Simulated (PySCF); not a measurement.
C4H5 (SMILES [CH]=CC=C), doublet, at a GFN2-xTB geometry, atoms displaced at random by about 0.03 Å a coordinate; R2SCAN/6-31G, gradient (PySCF).

The PySCF input:
```python
from pyscf import gto, scf, dft

mol = gto.Mole()
mol.atom = '''
    C     0.60447833    1.81370092   -0.00520818
    C     0.63138890    0.55784095    0.00271109
    C    -0.61301103   -0.33921788    0.02375187
    C    -0.54357050   -1.65956607   -0.04178123
    H    -0.15243873    2.65938149    0.00819807
    H     1.57594398   -0.02996713   -0.02640403
    H    -1.55947497    0.11092720   -0.00262439
    H     0.47629123   -2.15967870    0.02935282
    H    -1.36964603   -2.27604029   -0.00402826
'''
mol.basis = '6-31g'
mol.spin = 1
mol.verbose = 4
mol.build()

mf = dft.UKS(mol)
mf.xc = 'r2scan'
mf.kernel()
g = mf.nuc_grad_method()
grad = g.kernel()
```

Q: Write the output that PySCF gives for this input, abridged.

A: 
```
PySCF version 2.14.0

[INPUT] verbose = 4
[INPUT] num. atoms = 9
[INPUT] num. electrons = 29
[INPUT] charge = 0
[INPUT] spin (= nelec alpha-beta = 2S) = 1
[INPUT] symmetry False subgroup None
[INPUT] Mole.unit = angstrom
[INPUT] Symbol           X                Y                Z      unit          X                Y                Z       unit  Magmom
[INPUT]  1 C      0.604478330000   1.813700920000  -0.005208180000 AA    1.142298491934   3.427398010672  -0.009842033807 Bohr   0.0
[INPUT]  2 C      0.631388900000   0.557840950000   0.002711090000 AA    1.193152099090   1.054166616567   0.005123217599 Bohr   0.0
[INPUT]  3 C     -0.613011030000  -0.339217880000   0.023751870000 AA   -1.158422958038  -0.641028889756   0.044884529246 Bohr   0.0
[INPUT]  4 C     -0.543570500000  -1.659566070000  -0.041781230000 AA   -1.027199374393  -3.136125357921  -0.078955081847 Bohr   0.0
[INPUT]  5 H     -0.152438730000   2.659381490000   0.008198070000 AA   -0.288067450477   5.025502676838   0.015492107050 Bohr   0.0
[INPUT]  6 H      1.575943980000  -0.029967130000  -0.026404030000 AA    2.978102509857  -0.056629668439  -0.049896385285 Bohr   0.0
[INPUT]  7 H     -1.559474970000   0.110927200000  -0.002624390000 AA   -2.946980591414   0.209622027765  -0.004959378344 Bohr   0.0
[INPUT]  8 H      0.476291230000  -2.159678700000   0.029352820000 AA    0.900059980232  -4.081201260057   0.055468790784 Bohr   0.0
[INPUT]  9 H     -1.369646030000  -2.276040290000  -0.004028260000 AA   -2.588255884298  -4.301092796576  -0.007612308159 Bohr   0.0

nuclear repulsion = 96.8651258294414
number of shells = 30
number of NR pGTOs = 108
number of NR cGTOs = 46
basis = 6-31g
ecp = {}

******** <class 'pyscf.dft.uks.UKS'> ********
method = UKS
initial guess = minao
damping factor = 0
level_shift factor = 0
DIIS = <class 'pyscf.scf.diis.CDIIS'>
diis_start_cycle = 1
diis_space = 8
diis_damp = 0
SCF conv_tol = 1e-09
SCF conv_tol_grad = None
SCF max_cycles = 50
direct_scf = True
direct_scf_tol = 1e-13
number electrons alpha = 15  beta = 14
XC library pyscf.dft.libxc version 7.1.2
    S. Lehtola, C. Steigemann, M. J. T. Oliveira, and M. A. L. Marques,  SoftwareX 7, 1–5 (2018)
XC functionals = r2scan
    J. W. Furness, A. D. Kaplan, J. Ning, J. P. Perdew, and J. Sun,  J. Phys. Chem. Lett. 11, 8208–8215 (2020)
    J. W. Furness, A. D. Kaplan, J. Ning, J. P. Perdew, and J. Sun,  J. Phys. Chem. Lett. 11, 9248–9248 (2020)
    J. W. Furness, A. D. Kaplan, J. Ning, J. P. Perdew, and J. Sun,  J. Phys. Chem. Lett. 11, 8208–8215 (2020)
    J. W. Furness, A. D. Kaplan, J. Ning, J. P. Perdew, and J. Sun,  J. Phys. Chem. Lett. 11, 9248–9248 (2020)
radial grids:
    Treutler-Ahlrichs [JCP 102, 346 (1995); DOI:10.1063/1.469408] (M4) radial grids

becke partition: Becke, JCP 88, 2547 (1988); DOI:10.1063/1.454033
pruning grids: <function nwchem_prune>
grids dens level: 3
symmetrized grids: False
atomic radii adjust function: <function treutler_atomic_radii_adjust>
small_rho_cutoff = 0
Set gradient conv threshold to 3.16228e-05
tot grids = 105512
init E= -155.430365929634

cycle= 1 E= -155.111434570752  delta_E= 0.319  |g|= 0.241  |ddm|= 2.04
cycle= 2 E= -155.109003279301  delta_E= 0.00243  |g|= 0.263  |ddm|= 0.62
cycle= 3 E= -155.147527477658  delta_E= -0.0385  |g|= 0.0698  |ddm|= 0.34
cycle= 4 E= -155.15063611112  delta_E= -0.00311  |g|= 0.0147  |ddm|= 0.0985
cycle= 5 E= -155.150903798712  delta_E= -0.000268  |g|= 0.00675  |ddm|= 0.0353
cycle= 6 E= -155.150950106834  delta_E= -4.63e-05  |g|= 0.00595  |ddm|= 0.0138
cycle= 7 E= -155.151008377869  delta_E= -5.83e-05  |g|= 0.00154  |ddm|= 0.0145
cycle= 8 E= -155.151023477438  delta_E= -1.51e-05  |g|= 0.000755  |ddm|= 0.011
cycle= 9 E= -155.151025206228  delta_E= -1.73e-06  |g|= 0.000514  |ddm|= 0.00304
cycle= 10 E= -155.1510259485  delta_E= -7.42e-07  |g|= 0.000174  |ddm|= 0.00225
cycle= 11 E= -155.151026107254  delta_E= -1.59e-07  |g|= 7.75e-05  |ddm|= 0.00119
cycle= 12 E= -155.151026120512  delta_E= -1.33e-08  |g|= 4.23e-05  |ddm|= 0.000316
cycle= 13 E= -155.151026122486  delta_E= -1.97e-09  |g|= 2.07e-05  |ddm|= 0.000113
cycle= 14 E= -155.151026122719  delta_E= -2.33e-10  |g|= 9.99e-06  |ddm|= 3.27e-05
Extra cycle  E= -155.151026122528  delta_E= 1.91e-10  |g|= 2.05e-05  |ddm|= 3.39e-05
converged SCF energy = -155.151026122528  <S^2> = 0.77201738  2S+1 = 2.0218975

******** <class 'pyscf.grad.uks.Gradients'> for <class 'pyscf.dft.uks.UKS'> ********
unit = Eh/Bohr
grid_response = False
--------------- UKS gradients ---------------
         x                y                z
0 C     0.0209996782    -0.1251091803     0.0000137613
1 C     0.0183601195     0.1211272664    -0.0016040889
2 C    -0.0431223147    -0.0194474233     0.0078103036
3 C    -0.0695992624     0.0103931656    -0.0121529608
4 H    -0.0216800859     0.0248067428     0.0002944691
5 H     0.0083100928    -0.0073446183    -0.0007928787
6 H     0.0256498611    -0.0208464049    -0.0014482233
7 H     0.0261467050    -0.0092176771     0.0059287966
8 H     0.0355991378     0.0260114413     0.0019256456
----------------------------------------------
```
